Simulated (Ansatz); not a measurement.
Two members of one family (Series HfX4), computed with Ansatz in the gas phase; def2 core potentials for Hf, no spin–orbit coupling. The two geometries come from different levels. Binding counts from free atoms in the multiplicity of their measured ground term, without zero-point energy. Names give formal oxidation states. A dash marks a value that wasn't run or was left out as unsound. The structures are stationary points that may keep the symmetry of their start. Remarks come from the PBE and PBE0 runs and from stability tests at other levels; not every state was tested. HOMO above LUMO (over both spins in singlets and doublets, within one spin in higher multiplets; at PBE or PBE0), or a gap under 0.15 eV within one spin, warns that the state may not be the lowest or that an electron is smeared out.

First: HfCl4 (singlet, charge 0, PBE-D4/def2-SVP geometry).

Cartesian coordinates in Å:
```
Hf 0.000 0.000 0.000
Cl -1.960 -1.187 0.459
Cl 0.943 0.751 2.002
Cl -0.500 1.833 -1.361
Cl 1.516 -1.397 -1.100
```

| level | HOMO (eV) | LUMO (eV) | gap (eV) | vertical IE (eV) | binding per atom (eV) |
| --- | --- | --- | --- | --- | --- |
| PBE-D4/def2-SVP | -8.29 | -3.01 | 5.28 | – | 4.29 |
| PBE-D4/def2-TZVP | -8.32 | -3.05 | 5.27 | 10.88 | 4.25 |
| BLYP-D4/def2-TZVP | -8.13 | -2.89 | 5.24 | – | 4.07 |
| PBE0-D4/def2-TZVP | -9.72 | -2.27 | 7.45 | 11.53 | 4.17 |
| r2SCAN0-D4/def2-TZVP | -9.99 | -2.18 | 7.81 | – | 4.14 |

Metal–donor distances: 4 × Cl 2.34 Å. Remarks: gap within one spin near zero at PBE or PBE0 (+1 doublet).

Second: Hf(OH)4 (singlet, charge 0, PBE0-D4/def2-SVP geometry).

```xyz
9

Hf    0.000    0.000    0.000
O     1.764    0.774   -0.137
H     2.637    1.149   -0.200
O    -1.069    1.047    1.220
H    -1.591    1.571    1.822
O     0.142   -1.810    0.658
H     0.208   -2.706    0.975
O    -0.836   -0.012   -1.741
H    -1.255   -0.013   -2.596
```

Question: Estimate how these quantities change from the first to the second (second minus first).

Answer: 
| level | Δ HOMO (eV) | Δ LUMO (eV) | Δ gap (eV) | Δ vertical IE (eV) | Δ binding per atom (eV) |
| --- | --- | --- | --- | --- | --- |
| PBE-D4/def2-SVP | 1.81 | 2.65 | 0.83 | – | 0.36 |
| PBE-D4/def2-TZVP | 1.59 | 2.47 | 0.88 | -1.19 | 0.37 |
| BLYP-D4/def2-TZVP | 1.50 | 2.27 | 0.77 | – | 0.48 |
| PBE0-D4/def2-TZVP | 1.30 | 2.40 | 1.10 | -1.12 | 0.29 |
| r2SCAN0-D4/def2-TZVP | 1.28 | 2.70 | 1.42 | – | 0.26 |

Metal–donor distances: 4 × O 1.93 Å. Remarks: gap within one spin near zero at PBE or PBE0 (+1 doublet).
